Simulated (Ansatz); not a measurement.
Clusters of 3 atoms, halide: r2SCAN-D4/def2-TZVP single points in Ansatz on relaxed structures, gas phase. Each cluster is the lowest isomer that a short search found in that spin, judged at the geometry's level, and lower ones may exist. Core potentials for Au, I, Pb, Sn, no spin–orbit coupling. HOMO and LUMO are taken over both spins. Singlets are spin-restricted. The structures are stationary points that may keep the symmetry of their start. Remarks come from the PBE and PBE0 runs and from stability tests at other levels; not every state was tested. HOMO above LUMO (over both spins in singlets and doublets, within one spin in higher multiplets; at PBE or PBE0), or a gap under 0.15 eV within one spin, warns that the state may not be the lowest or that an electron is smeared out.

| species | atoms | state | geometry | HOMO (eV) | LUMO (eV) | gap (eV) | lowest of the spins relaxed | point group (within 0.1 Å) | remarks |
| --- | --- | --- | --- | --- | --- | --- | --- | --- | --- |
| Au2Br⁺ | 3 | singlet | r2SCAN-D4/def2-TZVP | -12.18 | -9.79 | 2.39 | singlet, of singlet/triplet/quintet | C2v | – |
| SnF2 | 3 | singlet | PBE-D4/def2-TZVP | -7.86 | -3.47 | 4.39 | singlet, of singlet/triplet/quintet | C2v | – |
| MgI2 | 3 | singlet | r2SCAN-D4/def2-TZVP | -6.95 | -2.20 | 4.75 | singlet, of singlet/triplet/quintet | D∞h | – |
| PbCl2⁺ | 3 | doublet | PBE0-D4/def2-TZVP | -12.94 | -11.27 | 1.67 | doublet, of doublet/quartet | C2v | – |
| SnBr2 | 3 | singlet | r2SCAN-D4/def2-TZVP | -6.99 | -3.82 | 3.17 | singlet, of singlet/triplet/quintet | C2v | gap within one spin near zero at PBE or PBE0 (quintet) |
| GeF2⁺ | 3 | doublet | PBE-D4/def2-TZVP | -16.36 | -14.22 | 2.13 | doublet, of doublet/quartet | C2v | – |
| MgCl2⁺ | 3 | doublet | r2SCAN-D4/def2-TZVP | -13.16 | -11.82 | 1.35 | doublet, of doublet/quartet | C2v | – |
| Au2I | 3 | doublet | PBE0-D4/def2-TZVP | -6.51 | -5.89 | 0.61 | doublet, of doublet/quartet | Cs | – |

The gap (eV) runs from 0.61 (Au2I) to 4.75 (MgI2).
